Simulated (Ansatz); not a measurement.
Cost and result for the atomization energy of CH6BNOSi, SMILES `BO/C=N\[SiH3]` (11 atoms, 10 bonds).

| atom | x (Å) | y (Å) | z (Å) |
| --- | --- | --- | --- |
| B1 | -0.8032 | -2.0070 | -0.8935 |
| O2 | -0.2249 | -0.8556 | -0.4645 |
| C3 | -0.7963 | -0.0961 | 0.5331 |
| N4 | -0.3099 | 0.9648 | 0.9563 |
| Si5 | 1.1675 | 1.7051 | 0.3900 |
| H6 | -1.8306 | -2.3738 | -0.3967 |
| H7 | -0.2388 | -2.5991 | -1.7601 |
| H8 | -1.7263 | -0.5337 | 0.9103 |
| H9 | 1.0741 | 2.0313 | -1.0573 |
| H10 | 1.3598 | 2.9570 | 1.1583 |
| H11 | 2.3285 | 0.8069 | 0.6242 |

The species carries charge 0 and has multiplicity 1. The geometry is a stationary point of PBE0-D4/def2-TZVP. It is one conformer, not always the lowest. Program: Ansatz. All runs use 4 threads of an Arm Neoverse V2 on a shared host. Times are those of one run each, without the atoms' runs, and a repeat can differ threefold. Electronic energies, without spin–orbit coupling; frozen cores. CCSD(T)/CBS adds CCSD(T) − MP2 in def2-TZVPP to the MP2 limit, and its time is that of the two runs behind it. T1 = 0.015. B3LYP takes the VWN-RPA correlation (the form of Gaussian; ORCA's B3LYP/G).

CCSD(T)/CBS is a level of theory with its own doubt, some kJ/mol a heavy atom from the limit and from the frozen cores, so smaller differences don't rank the functionals.

| level | functions | wall time |
| --- | --- | --- |
| LDA (SPW92)/def2-TZVPP | 250 | 1.1 s |
| PBE-D4/def2-TZVPP (with forces) | 250 | 2 s |
| PBE0-D4/def2-TZVPP | 250 | 2.1 s |
| BHLYP-D4/def2-TZVPP | 250 | 2.2 s |
| CCSD(T)/def2-SVP | 104 | 3.3 s |
| B3LYP-D4/def2-TZVPP (with forces) | 250 | 3.4 s |
| r2SCAN-D4/def2-TZVPP (with forces) | 250 | 3.5 s |
| PBE-QIDH/def2-TZVPP | 250 | 4.1 s |
| ωB97X-V/def2-TZVPP | 250 | 6 s |
| ωB97M-V/def2-TZVPP (with forces) | 250 | 8 s |
| MP2/def2-QZVPP | 478 | 15 s |
| CCSD(T)/def2-TZVPP | 250 | 95 s |
| CCSD(T)/CBS(def2) | – | 110 s |

Problem. What atomization energy does each give, and how far from CCSD(T)/CBS? (An estimate is asked.)

Solution. Computed: 
```json
{"level": "LDA (SPW92)/def2-TZVPP", "atomization (kcal/mol)": "1115.1", "difference from CCSD(T)/CBS": "142.4", "per bond": "14.2"}
{"level": "PBE-D4/def2-TZVPP (with forces)", "atomization (kcal/mol)": "994.0", "difference from CCSD(T)/CBS": "21.3", "per bond": "2.1"}
{"level": "PBE0-D4/def2-TZVPP", "atomization (kcal/mol)": "973.4", "difference from CCSD(T)/CBS": "0.7", "per bond": "0.1"}
{"level": "BHLYP-D4/def2-TZVPP", "atomization (kcal/mol)": "949.8", "difference from CCSD(T)/CBS": "-22.9", "per bond": "-2.3"}
{"level": "CCSD(T)/def2-SVP", "atomization (kcal/mol)": "918.7", "difference from CCSD(T)/CBS": "-54.0", "per bond": "-5.4"}
{"level": "B3LYP-D4/def2-TZVPP (with forces)", "atomization (kcal/mol)": "980.2", "difference from CCSD(T)/CBS": "7.5", "per bond": "0.8"}
{"level": "r2SCAN-D4/def2-TZVPP (with forces)", "atomization (kcal/mol)": "977.1", "difference from CCSD(T)/CBS": "4.4", "per bond": "0.4"}
{"level": "PBE-QIDH/def2-TZVPP", "atomization (kcal/mol)": "964.8", "difference from CCSD(T)/CBS": "-7.9", "per bond": "-0.8"}
{"level": "ωB97X-V/def2-TZVPP", "atomization (kcal/mol)": "980.2", "difference from CCSD(T)/CBS": "7.5", "per bond": "0.7"}
{"level": "ωB97M-V/def2-TZVPP (with forces)", "atomization (kcal/mol)": "980.0", "difference from CCSD(T)/CBS": "7.3", "per bond": "0.7"}
{"level": "MP2/def2-QZVPP", "atomization (kcal/mol)": "979.1", "difference from CCSD(T)/CBS": "6.4", "per bond": "0.6"}
{"level": "CCSD(T)/def2-TZVPP", "atomization (kcal/mol)": "946.3", "difference from CCSD(T)/CBS": "-26.4", "per bond": "-2.6"}
{"level": "CCSD(T)/CBS(def2)", "atomization (kcal/mol)": "972.7", "difference from CCSD(T)/CBS": "0.0", "per bond": "0.0"}
```

From PBE to PBE0 (25 % exact exchange), in def2-TZVPP and without D4, the atomization energy moves by −19.9 kcal/mol: exact exchange takes away binding that semilocal exchange gives to molecules. In def2-TZVPP, CCSD(T) changes the Hartree–Fock value by +241.0 kcal/mol (the triples alone add +15.3 kcal/mol) and MP2 by +258.0 kcal/mol; breaking electron pairs costs correlation energy, which Hartree–Fock lacks. At CCSD(T), def2-SVP lies −54.0 kcal/mol from the extrapolated value and def2-TZVPP −26.3 kcal/mol: correlation converges slowly with the basis, and small sets miss more of it in the bonded molecule than in its fragments.
